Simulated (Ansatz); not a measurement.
Consider the ligand exchange at the Si–N bond: `F[SiH](Br)N[SiH3]` + `C[N](C)[Y]([OH])[OH]` → `C[N](C)[Y]([OH])[O][SiH3]` + `N[SiH](F)Br`.

Program: Ansatz. Geometries: PBE0-D4/def2-TZVP. ΔE: electronic, gas phase. CBS: MP2 limit from def2 TZ/QZ plus the TZ coupled-cluster correction, frozen cores. Functionals use def2-TZVPP. B3LYP here is the variant with VWN-RPA as its local correlation; programs differ in this. Elements past krypton have def2 core potentials. For Br, Y outer-core shells are correlated without core-valence functions, which leaves a few kJ/mol of doubt a bond. Scalar relativity is left out up to krypton. One conformer a species, not always the lowest.

(1) Is it downhill or uphill in electronic energy at CCSD(T)/CBS, and by how much? (An estimate is asked.)

(2) What do these levels give: PBE-D4, r2SCAN-D4, B3LYP-D4, ωB97X-V, B2PLYP, PBE0, MP2/def2-TZVPP, CCSD(T)/def2-TZVPP, HF/def2-QZVPP, MP2/def2-QZVPP, HF/CBS(def2), CCSD/CBS(def2)? (Best estimate.)

Largest T1 diagnostic among the species: 0.014.

## Answers

(1) The calculation gave: Downhill: ΔE = -60.3 kJ/mol.

(2) The calculation gave: PBE-D4 -54.9, r2SCAN-D4 -62.1, B3LYP-D4 -61.0, ωB97X-V -60.0, B2PLYP -63.6, PBE0 -59.6, MP2/def2-TZVPP -60.4, CCSD(T)/def2-TZVPP -61.4, HF/def2-QZVPP -75.5, MP2/def2-QZVPP -60.3, HF/CBS(def2) -75.7, CCSD/CBS(def2) -61.8 kJ/mol.

The D4 term adds +3.4 kJ/mol with B3LYP and +1.8 kJ/mol with PBE0; it sums over pairs of atoms, weighted by their polarisabilities, and B3LYP, whose exchange is more repulsive, gets the larger term. In def2-TZVPP, CCSD(T) changes the Hartree–Fock value by +12.6 kJ/mol (the triples alone add +1.6 kJ/mol) and MP2 by +13.6 kJ/mol.
